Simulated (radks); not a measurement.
All-electron atom: neutral phosphorus in [Ne] 3s2 3p3 (the NIST ground configuration).

Calculated with a radial shooting solver on a logarithmic mesh with Libxc functionals: scalar-relativistic Kohn-Sham, r2SCAN, spin-unpolarised, spherical densities, finite nucleus; meta-GGA in the generalised Kohn-Sham scheme; Fermi nuclear charge, rms radius 3.1889 fm.

Energy parts (eV):
part                      energy
total                  -9306.791
kinetic                 9336.188
electron-nucleus      -22192.489
Hartree                 4178.578
exchange-correlation    -629.068

Orbitals (lengths in bohr, moments of r in powers of bohr; r(90%) holds 90 % of the orbital's charge):
| orbital | occ. | eigenvalue (eV) | r(90%) | <r^4> | <1/r> |
|---|---|---|---|---|---|
| 1s | 2 | -2096.603 | 0.185 | 0.0005419 | 14.65 |
| 2s | 2 | -178.4914 | 0.812 | 0.1866 | 2.834 |
| 2p | 6 | -126.9958 | 0.809 | 0.1900 | 2.711 |
| 3s | 2 | -14.5006 | 2.92 | 31.18 | 0.7108 |
| 3p | 3 | -5.6182 | 3.73 | 85.75 | 0.5721 |

The highest occupied level is 3p at -5.618 eV. For comparison, the ionisation energy in NIST's Atomic Spectra Database is 10.487 eV (measured). In exact Kohn-Sham theory the highest level is minus the ionisation energy, but local and semilocal functionals leave it too shallow, through self-interaction and a potential that decays too fast; potentials with the right tail come closer. Summed over all electrons, <r^2> = 31.02 bohr^2, which gives a Langevin (diamagnetic) susceptibility term of -24.6 x 10^-6 cm^3/mol. The electron density at the nucleus is 2391 e/bohr^3 (large components only).

Beside tabulated values, note that spin-unpolarised runs miss the spin-polarisation part of the exchange energy of open shells.
